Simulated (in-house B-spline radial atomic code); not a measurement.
## RPA and G0W0 on B3LYP (VWN-RPA): Ne⁸⁺

Configuration 1s2, mean-field start B3LYP (VWN-RPA). Computed with an all-electron radial atomic-structure program (B-spline basis): all electrons, non-relativistic, point nucleus, each spin shell either full or empty, empty states to l = 9 with an (l + 1/2)⁻⁴ tail; G0W0 by contour deformation at full frequency.

Relativity, left out, deepens the 1s level by about Z⁴α²/8 hartree.

Command:
```bash
python run_gw.py task.json out
```
Settings (radii: box in bohr, nucleus in fm):
```
Z                        10
electrons                2
configuration            1s2
hamiltonian              nr
method                   b3lyp
lmax                     9
spin_polarised           False
box_radius               7.7
intervals                44
ion_configuration        1s1
```

Time taken, with all properties: 0.4 s on 1 thread of Intel(R) Xeon(R) 6975P-C, with other jobs on the host.

Energies (hartree):

```csv
term,value
mean-field total,-93.84861
Hartree-Fock functional on these orbitals,-93.86017
direct second order,-0.092853
second-order exchange,0.046427
SOSEX correction,0.045241
```

Q: What is the RPA correlation energy, and what remains with SOSEX?

A: RPA gives -0.090479 hartree (-1.23 eV per electron); RPA + SOSEX gives -0.045238, and the second-order doubles -0.046425 hartree (no singles). SOSEX takes back 50 % of the RPA value, the self-correlation of each of the two electrons.

Quasi-particle levels (eV):

```
level  occupied  mean field  Σx - vxc     Σc  QP weight     G0W0
   1s       yes    -1147.55    -47.61      ?          ?        ?
   2s        no     -256.37     17.98  -0.22      1.000  -238.61
```

G0W0 = mean field + (Σx - vxc) + Σc, with Σc (partial-wave tail included) taken at the quasi-particle energy.

Q: Where does G0W0 put 1s?

A: At -1194.56 eV, with Σc = 0.60 eV and a quasi-particle weight of 0.997. The tabulated removal energy is 1195.808 eV (NIST, tabulated theory).

Q: What does it cost to remove one electron (to 1s1) by differences of total energies, each species on its own start (correlation terms add to the Hartree-Fock functional)?

A: B3LYP (VWN-RPA) 1194.30 eV, Hartree-Fock functional 1193.51 eV, + RPA 1195.35 eV, + RPA + SOSEX 1194.74 eV, + second order 1194.77 eV. Tabulated: 1195.808 eV (NIST, tabulated theory).
